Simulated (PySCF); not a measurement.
An element was calculated at r2SCAN (PySCF 2.14, spin-free X2C, a quadruple-zeta basis, no spin-orbit coupling), in the ground configurations that NIST lists.

* first ionisation energy: 7.477 eV
* second ionisation energy: 16.340 eV
* third ionisation energy: 27.208 eV

Q: Which element is it?

A: Molybdenum (Mo, Z = 42), in x2c-QZVPPall. NIST lists 7.092, 16.16 ± 0.12, 27.13 ± 0.12 eV for these ionisation energies.
